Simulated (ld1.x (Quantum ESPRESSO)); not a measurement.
Wu–Cohen RRKJ dataset for osmium (Os), scalar-relativistic all-electron reference.

The input file (ld1.x (Quantum ESPRESSO) 7.5):

```
&input
   title='Os', zed=76., rel=1, dft='WC', iswitch=3,
   config='[Xe] 4f14 5d6 5f-2 6s2 6p0',
   nld=4, rlderiv=3.60, eminld=-2.0, emaxld=5.0, deld=0.02
 /
 &inputp
   pseudotype=2, tm=.false., rho0=0.001, lloc=0,
   nlcc=.true., rcore=1.50,
   file_pseudopw='Os.UPF', file_wfcaegen='ae.wfc', file_wfcncgen='nc.wfc', file_beta='beta', file_chi='chi'
 /
4
6P  2  1   0.00   0.00  3.30  3.30  0.0
5D  3  2   6.00   0.00  2.10  2.10  0.0
5F  4  3  -2.00   0.05  3.25  3.25  0.0
6S  1  0   2.00   0.00  1.85  1.85  0.0
 &test
   configts(1)='5d6 6s2 6p0'
 /
```

Command:

```bash
ld1.x < Os.in > Os.out
```

Resulting log (shortened: banner, matrices, multipoles, cross overlaps and the repeated all-electron block are left out):

```
[... start of the log left out ...]
     s(3S/3S) =  1.000000  <r> =   0.1939  <r2> =    0.0430  r(max) =   0.1794
     s(3P/3P) =  1.000000  <r> =   0.1946  <r2> =    0.0439  r(max) =   0.1772
     s(4S/4S) =  1.000000  <r> =   0.4318  <r2> =    0.2105  r(max) =   0.4042
     s(4P/4P) =  1.000000  <r> =   0.4595  <r2> =    0.2400  r(max) =   0.4250
     s(3D/3D) =  1.000000  <r> =   0.1762  <r2> =    0.0364  r(max) =   0.1450
     s(5S/5S) =  1.000000  <r> =   1.0055  <r2> =    1.1353  r(max) =   0.9110
     s(5P/5P) =  1.000000  <r> =   1.1694  <r2> =    1.5496  r(max) =   1.0323
     s(4D/4D) =  1.000000  <r> =   0.4891  <r2> =    0.2768  r(max) =   0.4357
     s(4F/4F) =  1.000000  <r> =   0.5566  <r2> =    0.3822  r(max) =   0.4042
     s(5D/5D) =  1.000000  <r> =   1.8172  <r2> =    3.9963  r(max) =   1.3590
     s(6S/6S) =  1.000000  <r> =   2.9580  <r2> =   10.0134  r(max) =   2.4763
     s(6P/6P) =  1.000000  <r> =   4.6581  <r2> =   25.8923  r(max) =   3.4704

     ------------------------ End of All-electron run ------------------------

     --------------------- Generating NC pseudopotential ---------------------

      Generating local pot.: lloc=0, matching radius rcloc =   1.8500

      Computing core charge for nlcc:

       r > 1.50 : true rho core
       r < 1.50 : rho core = a sin(br)/r    a=   6.53  b=   1.78

      Integrated core pseudo-charge :   7.24

      Wfc   6P  rcut= 3.301  Estimated cut-off energy=       15.86 Ry
     l=   1 Node at 0.37037720
      This function has    1 nodes for 0 < r <    3.301

 %%%%%%%%%%%%%%%%%%%%%%%%%%%%%%%%%%%%%%%%%%%%%%%%%%%%%%%%%%%%%%%%%%%%%%%%%%%%%%
     Error in routine compute_phi (1):
     phi has nodes before r_c
 %%%%%%%%%%%%%%%%%%%%%%%%%%%%%%%%%%%%%%%%%%%%%%%%%%%%%%%%%%%%%%%%%%%%%%%%%%%%%%

     stopping ...
```

The run stopped because the RRKJ expansion in Bessel functions gave a pseudo-wave with a node inside its radius.

The run took about 0.16 s on one core of a shared server CPU.
